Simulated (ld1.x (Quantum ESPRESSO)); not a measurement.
## What one change does to a pseudopotential (Te, ultrasoft)

```
Element                 : Te (Z = 52)
Generator               : ld1.x (Quantum ESPRESSO) 7.5
Type                    : ultrasoft
Functional              : PBE
Relativity              : fully relativistic
Frozen core             : [Kr] 4d10
Valence charge          : 6
Reference configuration : 5s2 5p3.75 (charge +0.25)
Partial waves           : 5s (bound): rcut 1.40, rcutus 1.70 bohr; 5s channel at -0.55 Ry: rcut 1.40, rcutus 1.70 bohr; 5p (bound): rcut 1.40, rcutus 1.85 bohr; 5p channel at 4.75 Ry: rcut 1.40, rcutus 1.85 bohr
Local potential         : all-electron potential smoothed inside 1.50 bohr (lloc = -1)
Core correction         : none
Augmentation charge     : built from norm-conserving waves at rcut, not smoothed further
```

Open shells are filled in proportion to 2j + 1 (rel_dist='average').

Change: core correction a·sin(br)/r model core inside 1.38 bohr.

Cutoffs: the cutoffs (Ry, on a coarse ladder) from which the occupation-weighted sum of valence levels, in a spherical-Bessel basis at the reference potential, stays within 10 and 1 mRy of its value at 400 Ry; they do not see the model core or the augmentation charge, which bear on the density cutoff. Errors are all-electron minus pseudo energies relative to the spin-unpolarised reference configuration.

**Question.** How do hardness, ghosts and transferability respond?

**Answer.** The potential gets neither clearly harder nor softer (15 Ry and 30 Ry → 15 Ry and 30 Ry); both files keep a bound ghost (d, s); of the 7 tests that both files solve, the error grows in 3 and shrinks in 2 by more than 15 % and 0.3 meV (median size 19.2 → 6.8 meV). A model core, the more so a compact one, raises the density cutoff, which this test does not measure.

| quantity | base | changed |
| --- | --- | --- |
| cutoff, loose | 15 Ry | 15 Ry |
| cutoff, tight | 30 Ry | 30 Ry |
| bound ghosts | s, d | s, d |
| error for 5s2 5p4, meV [ΔE -1.72 eV] | -0.2 | -0.2 |
| error for 5s2 5p3, meV [ΔE 8.03 eV] | -2.3 | -2.8 |
| error for 5s2 5p2, meV [ΔE 25.98 eV] | -19 | -29 |
| error for 5s0 5p6, meV [ΔE 16.91 eV] | +79 | -28 |
| error for 5s2 5p1, meV [ΔE 52.91 eV] | -55 | -121 |
| error for 5s2 5p4.3, meV [ΔE -3.19 eV] | -0.5 | -0.5 |
| error for 5s1 5p5, meV [ΔE 7.50 eV] | +19 | -6.8 |
| s: phases at 2.00 bohr within 0.05 rad from the reference energy up to (Ry; the scan ends near 5) | to the end of the scan | to the end of the scan |
| p1/2: phases at 2.00 bohr within 0.05 rad from the reference energy up to (Ry; the scan ends near 5) | to the end of the scan | to the end of the scan |
| p3/2: phases at 2.00 bohr within 0.05 rad from the reference energy up to (Ry; the scan ends near 5) | 3.3 | 3.3 |
| lowest overlap eigenvalue by channel | s 0.59, p1/2 0.59, p3/2 0.66 | s 0.59, p1/2 0.59, p3/2 0.66 |

 A true bound ghost makes a file unfit for plane-wave use even where its test errors are small: the radial tests pick states by their node count and pass the ghost by.
